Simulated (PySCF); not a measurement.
Numbering as in the mapped SMILES `[CH3:1][O:2][c:3]1[cH:4][cH:5][s:6][c:7]1[GaH2:8]` (H(Xn): hydrogen on atom n).

Geometry: PBE0-D3(BJ)/def2-SVP; GIAO absolute shieldings from PySCF 2.14, gas phase, non-relativistic, averaged over equivalent atoms.

At CAM-B3LYP/pcSseg-1 (202 basis functions, 47 s wall time on 1 thread of an x86-64 server CPU, shared host):
```csv
atoms,σ (ppm)
C3,5.1
C5,32.3
C7,47.5
C4,63.7
C1,125.4
O2,243.2
S6,253.9
Ga8,1206.1
H(C5),23.79
H(C4),24.65
H(Ga8),25.41
H(C1),27.49
```

Question: Predict the values at PBE0/pcSseg-1 on the same geometry.

Answer: 
```csv
atoms,σ at PBE0/pcSseg-1,change
C3,11.8,+6.7
C5,40.3,+8.0
C7,54.8,+7.3
C4,68.3,+4.6
C1,127.6,+2.2
O2,235.2,-8.0
S6,272.8,+18.9
Ga8,1242.4,+36.3
H(C5),23.72,-0.07
H(C4),24.51,-0.14
H(Ga8),25.38,-0.03
H(C1),27.45,-0.04
```

The largest change is at Ga8 (Ga bonded to C, 2 H). Cost: 202 basis functions, 35 s wall time on 1 thread of an x86-64 server CPU, shared host. The order of the carbon signals is the same at both levels.

Relativistic effects, spin–orbit coupling among them, are left out; they matter for Ga and for the light atoms bonded to it.
